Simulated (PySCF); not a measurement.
# Spinor energies of Co (cobalt, neutral)

Start: [Ar] 3d7 4s1 4p1; 3d3/2 filled at m_j = +1/2, +3/2; 3d5/2 filled at m_j = -3/2, -1/2, +1/2, +3/2, +5/2; 4s1/2 filled at m_j = +1/2; 4p3/2 filled at m_j = +3/2. Calculated with PySCF 2.14 in x2c-TZVPall-2c (6s7p4d1f, 54 functions): generalised Hartree-Fock with the X2C-1e Hamiltonian and a Gaussian nucleus; one run each with spin-orbit coupling (SO) switched off, then screened by Boettger's factors. This is a chosen level, not necessarily the ground level.

```
spinor shell  electrons  ε, spin-free (eV)  ε, screened SO (eV)  weight of nominal j (screened SO)  rms radius, screened SO (bohr)
       1s1/2          2            -7777.2              -7777.1                              1.000                          0.0649
       2s1/2          2            -965.76              -965.72                              1.000                           0.276
       2p1/2          2            -823.37              -833.98                              0.996                           0.247
       2p3/2          4            -823.37              -818.16                              0.998                           0.249
       3s1/2          2            -126.38              -126.37                              1.000                           0.831
       3p3/2          4            -83.054              -81.927                              0.819                           0.891
       3p1/2          2            -83.054              -85.343                              0.638                           0.886
       3d5/2          5            -18.714              -19.828                              0.580                            1.16
       3d3/2          2            -18.714              -15.986                              0.677                            1.19
       4s1/2          1             -9.853               -9.857                              0.999                            3.17
       4p3/2          1             -4.795               -4.773                              1.000                            3.61
```

```
   quantity    spin-free  screened SO
E (hartree)  -1391.77092  -1391.79942
        M_J         13/2         13/2
       ⟨J²⟩       48.760       48.760
       ⟨L²⟩       20.009       20.028
       ⟨S²⟩        8.751        8.743
```

Each row is a mean over spinors that exchange with the open shell spreads, by up to 14.144 eV (3p3/2).

Rows whose weight is well below 1 are mixtures of j = l ± 1/2: exchange outweighs spin-orbit coupling there, and the label is only the starting occupation.

Without spin-orbit coupling the j labels of p, d and f shells carry no meaning; the spin-free column gives the mean over the occupied spinors of each nl shell.
